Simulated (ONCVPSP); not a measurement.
u(r) = r·R(r): atom against pseudo-atom (Be (Z = 4))

Columns: radius, all-electron u(r) and pseudo u(r) of the 2s shell (level -5.61 eV) of beryllium in the configuration [He] 2s2; PBE, non-relativistic, ONCV scheme, ONCVPSP 4.0.1.

```csv
r (bohr),all-electron,pseudo
0.093,-0.1877,0.0218
0.185,-0.2499,0.0449
0.278,-0.2401,0.0705
0.370,-0.1898,0.0983
0.463,-0.1173,0.1286
0.555,-0.0358,0.1603
0.648,0.0490,0.1945
0.740,0.1307,0.2311
0.833,0.2084,0.2716
0.925,0.2790,0.3150
1.018,0.3431,0.3614
1.110,0.3995,0.4079
1.203,0.4499,0.4532
1.295,0.4933,0.4944
1.388,0.5306,0.5309
1.480,0.5613,0.5613
1.573,0.5863,0.5863
1.665,0.6056,0.6056
1.758,0.6201,0.6201
1.850,0.6298,0.6298
1.943,0.6355,0.6355
2.035,0.6374,0.6374
2.128,0.6361,0.6361
2.220,0.6319,0.6319
2.313,0.6251,0.6251
2.405,0.6163,0.6163
```

Problem. How many radial nodes do the two functions have?

Solution. The all-electron 2s function has n − l − 1 = 1; the pseudo-wave has 0, since the states of the same l below it are removed with the core.

Problem. At about which radius was the pseudo-wave matched?

Solution. 1.75 bohr. The columns agree to 0.0005 from 1.39 bohr on; several derivatives are matched, so the curves merge somewhat inside the radius.

Problem. Is the pseudo-wave norm-conserving?

Solution. Yes: the ONCV scheme keeps the norm inside the radius equal to the all-electron one, which fixes the energy derivative of the logarithmic derivative at the level.
